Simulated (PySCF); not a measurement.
A structure optimised at B3LYP-D3(BJ)/def2-SVP, used in a PySCF frequency run:

```xyz
4

Ga     0.0000     0.0000     0.0000
Cl    -2.1345     0.0000     0.0000
Cl     1.0672     1.8485     0.0000
Cl     1.0672    -1.8485     0.0000
```
Charge 0, spin multiplicity 1.

Write its SMILES, formula and point group.

[Cl][Ga]([Cl])[Cl], Cl3Ga, D3h

What are its rotational constants (standard atomic weights)?

2.0860, 2.0860, 1.0430 GHz
